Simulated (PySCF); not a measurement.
PySCF input (M06-2X/6-31G* with LANL2DZ past Ar (5d)):

```python
from pyscf import gto, dft

mol = gto.M(
    atom='''
    Zn   -0.34635109   -0.19918104   -0.27335905
    C     1.09346963    0.62883710    0.86302549
    H     1.56320467   -0.22494741    1.34319911
    H     0.54464400    1.28148225    1.53608599
    H     1.72186619    1.14587364    0.14333342
    ''',
    basis={'default': '6-31g*', 'Zn': 'lanl2dz'},
    ecp={'Zn': 'lanl2dz'},
    charge=1,
    spin=0,
    verbose=4,
)

mf = dft.RKS(mol, xc='m062x')
mf.grids.level = 4
mf.conv_tol = 1e-9
mf.max_cycle = 100
mf.max_memory = 1500
mf.kernel()
if not mf.converged:
    mf = mf.newton()
    mf.kernel(mf.make_rdm1())
mf.dip_moment()
```

From the last part of the output:

```
becke partition: Becke, JCP 88, 2547 (1988); DOI:10.1063/1.454033
pruning grids: <function nwchem_prune>
grids dens level: 4
symmetrized grids: False
atomic radii adjust function: <function treutler_atomic_radii_adjust>
small_rho_cutoff = 0
Set gradient conv threshold to 3.16228e-05
Initial guess from minao.
tot grids = 106112
init E= -101.406404845111

WARN: HOMO 0.168146502196034 == LUMO 0.168147669630719

cycle= 1 E= -61.211523985361  delta_E= 40.2  |g|= 4.36  |ddm|=   14
  HOMO = -2.91349348364935  LUMO = -2.90747949370328  gap/eV = 0.16365
cycle= 2 E= -75.9215497176539  delta_E= -14.7  |g|= 2.88  |ddm|= 15.5
  HOMO = -0.865938865509806  LUMO = -0.81754277336106  gap/eV = 1.31692
cycle= 3 E= -102.252492716153  delta_E= -26.3  |g|= 2.98  |ddm|=  6.9
  HOMO = -0.532285426427714  LUMO = -0.371175593725315  gap/eV = 4.38402
cycle= 4 E= -104.170735837219  delta_E= -1.92  |g|=  1.6  |ddm|= 1.72
  HOMO = -0.378950919957368  LUMO = -0.147829251000028  gap/eV = 6.28914
cycle= 5 E= -104.341474847347  delta_E= -0.171  |g|= 1.82  |ddm|= 0.888
  HOMO = -0.403995159900148  LUMO = -0.154463002522036  gap/eV = 6.79012
cycle= 6 E= -104.36071580377  delta_E= -0.0192  |g|= 1.82  |ddm|= 0.173
  HOMO = -0.569844010134217  LUMO = -0.206490642627491  gap/eV = 9.88735
cycle= 7 E= -104.676501947616  delta_E= -0.316  |g|= 0.96  |ddm|= 0.791
  HOMO = -0.492439304148911  LUMO = -0.313091100113579  gap/eV = 4.88031
cycle= 8 E= -104.972482945978  delta_E= -0.296  |g|= 0.424  |ddm|=  1.2
  HOMO = -0.552697676739593  LUMO = -0.313677323653049  gap/eV = 6.50408
cycle= 9 E= -105.002177496554  delta_E= -0.0297  |g|= 0.0554  |ddm|= 0.224
  HOMO = -0.561308484850266  LUMO = -0.309641838420268  gap/eV = 6.84820
cycle= 10 E= -105.002997018364  delta_E= -0.00082  |g|= 0.0135  |ddm|= 0.0565
  HOMO = -0.562533516570791  LUMO = -0.309520991126324  gap/eV = 6.88482
cycle= 11 E= -105.003052940106  delta_E= -5.59e-05  |g|= 0.0026  |ddm|= 0.0138
  HOMO = -0.562400081392107  LUMO = -0.309180856301484  gap/eV = 6.89045
cycle= 12 E= -105.003054743339  delta_E= -1.8e-06  |g|= 0.000184  |ddm|= 0.00236
  HOMO = -0.562329304414647  LUMO = -0.309279488366267  gap/eV = 6.88584
cycle= 13 E= -105.003054766274  delta_E= -2.29e-08  |g|= 9.45e-05  |ddm|= 0.000371
  HOMO = -0.562347402708489  LUMO = -0.309286733792372  gap/eV = 6.88613
cycle= 14 E= -105.003054769529  delta_E= -3.25e-09  |g|= 4.76e-06  |ddm|= 0.000117
  HOMO = -0.562349069304489  LUMO = -0.309286895231375  gap/eV = 6.88617
cycle= 15 E= -105.003054769544  delta_E= -1.46e-11  |g|= 1.18e-06  |ddm|= 1.16e-05
  HOMO = -0.562349340715254  LUMO = -0.309287105037993  gap/eV = 6.88617
Extra cycle  E= -105.003054769544  delta_E= -8.53e-14  |g|= 1.09e-06  |ddm|= 2.53e-06
converged SCF energy = -105.003054769544

WARN: System has nonzero charge 1; the dipole moment is origin-dependent.
Location of origin: [0. 0. 0.]

Dipole moment(X, Y, Z, Debye): -1.14233, -0.65696, -0.90152
```

The dipole moment of an ion depends on the origin.
